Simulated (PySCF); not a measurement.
**Bonding in `N#C[SiH2]SC[SiH3]`**

C2H7NSSi2.
SMILES with atom numbers: `[N:1]#[C:2][SiH2:3][S:4][CH2:5][SiH3:6]` (hydrogens: H7, H8 on Si3; H9, H10 on C5; H11, H12, H13 on Si6)

Structure used (GFN2-xTB), in Å, numbered top down from 1:
```
atom  x, y, z in Å
N1     2.654    1.899   -0.084
C2     2.318    0.804   -0.048
Si3    1.762   -0.981   -0.016
S4     0.020   -1.260   -1.220
C5    -1.356   -0.759   -0.117
Si6   -1.514    1.133    0.084
H7     1.450   -1.295    1.374
H8     2.792   -1.780   -0.655
H9    -2.240   -1.174   -0.597
H10   -1.222   -1.276    0.832
H11   -1.579    1.730   -1.245
H12   -2.744    1.354    0.845
H13   -0.346    1.606    0.828
```

Bond orders from the PBE0/pcSseg-1 density (PySCF). The structure is a single GFN2-xTB conformer in the gas phase; no vibrational or solvent corrections.

(1) Where do the orders between heavy atoms depart from those drawn in the SMILES?

(2) Set the Mayer orders of the bonds between heavy atoms beside their lengths.

Results:

(1) The largest departure is 0.192, at C2–Si3 (drawn single, 0.808). Drawn single, order below 0.88: C2–Si3 (0.808) and C5–Si6 (0.857).

(2) 
```tsv
bond	drawn as	length (Å)	Mayer order
N1–C2	triple	1.146	2.918
C2–Si3	single	1.870	0.808
Si3–S4	single	2.136	1.019
S4–C5	single	1.833	0.973
C5–Si6	single	1.909	0.857
```

Bonds between the same two heavy elements. C–Si: lowest C2–Si3 (0.808, 1.870 Å), highest C5–Si6 (0.857, 1.909 Å); in 1 of the 1 pairs the longer bond (by over 0.003 Å) has the higher order (by 0.02 or more).

Question: And the bonds to hydrogen?

Answer: H–Si: 0.93 to 0.95 (5 bonds); C–H: 0.93 to 0.94 (2 bonds).

Question: Sum the orders of all bonds at each heavy atom with more than one neighbour and set the sums beside the valence in the SMILES.

Answer: C2 3.726 (drawn 4), Si3 3.714 (drawn 4), S4 1.992 (drawn 2), C5 3.701 (drawn 4), Si6 3.690 (drawn 4). Orders between atoms that aren't bonded are not in these sums.

Mayer orders depend on the basis set.
